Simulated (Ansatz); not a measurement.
**A barrier at the coupled-cluster level**

Start structure (Si2N2H8, singlet), relaxed at PBE0-D4/def2-TZVP:

```xyz
12
angstrom
Si -0.1087 0.5509 -0.2968
N 0.7359 1.5912 0.7765
N 0.9967 0.0282 -1.4987
H 1.5200 0.6978 -2.0406
H -1.2503 1.4003 -0.7588
Si -0.9765 -1.4222 0.6468
H 0.2486 2.3426 1.2357
H 1.5113 1.2563 1.3250
H 0.8467 -0.8284 -2.0050
H -2.1252 -1.1111 1.5435
H 0.0589 -2.1216 1.4606
H -1.4576 -2.3837 -0.3884
```

The step: Si₂N₂H₈ ([NH2][SiH]([NH2])[SiH3]) → Si₂NH₅ ([NH][SiH][SiH3]) + NH₃ (still joined by a long Si–N bond); bonds formed: N2–H4; bonds broken: N3–H4; bonds weakened to dative contacts: Si1–N2. Computed with Ansatz 0.2.0 (basis: def2-TZVPP and def2-QZVPP); correlated methods freeze the cores. Extrapolation: Hartree–Fock as exp(−7.88 √X), correlation as X^−2.97. Energies below are by CCSD(T) at an estimated basis limit (MP2 extrapolated from triple and quadruple zeta, plus CCSD(T) − MP2 in triple zeta).

(1) What are the electronic barrier and the energy of the step, from the start structure to the end structure? (Judge from chemistry; the value comes from the calculation.)

No T1 diagnostic of these runs exceeds 0.017.

## Answers

(1) The calculation gives: Barrier 2.249 eV; step energy 1.992 eV (uphill); reverse barrier, their difference, 0.257 eV. Barrier and step energy count from the start structure, the reverse barrier from the end structure.

The saddle point: One imaginary mode of 1155i cm⁻¹.
| pair | start (Å) | saddle (Å) | end (Å) |
| --- | --- | --- | --- |
| N2–H4 | 3.06 | 1.19 | 1.03 |
| Si1–N2 | 1.72 | 1.87 | 1.94 |
| N3–H4 | 1.01 | 1.47 | 2.22 |

Zero-point energy (harmonic, PBE0-D4): ZPE is 2.336 eV at the start and 2.238 eV at the saddle, so the barrier goes from 2.249 to 2.150 eV.

First-order rate constant out of the start structure at 298 K by transition-state theory, with harmonic vibrational free energies alone and no tunnelling: ΔA‡ = 2.166 eV, so k = (kB T/h) exp(−ΔA‡/kB T) ≈ 10^-24 s⁻¹ (an order of magnitude at best: rotation, the number of equivalent paths and anharmonicity are left out).

Labels in which every atom is bracketed show which atoms are joined, not bond orders.

For scale, one of the runs: CCSD(T)/def2-TZVPP, 258 basis functions, launched by `ansatz run in.yaml --threads 4 --pin off --events-out ev --progress --plain --max-ram 9574MiB`. Time: 2 min of wall clock on 4 CPU threads of an Arm Neoverse V2; the host was shared. Peak host memory: 5.6 GiB.
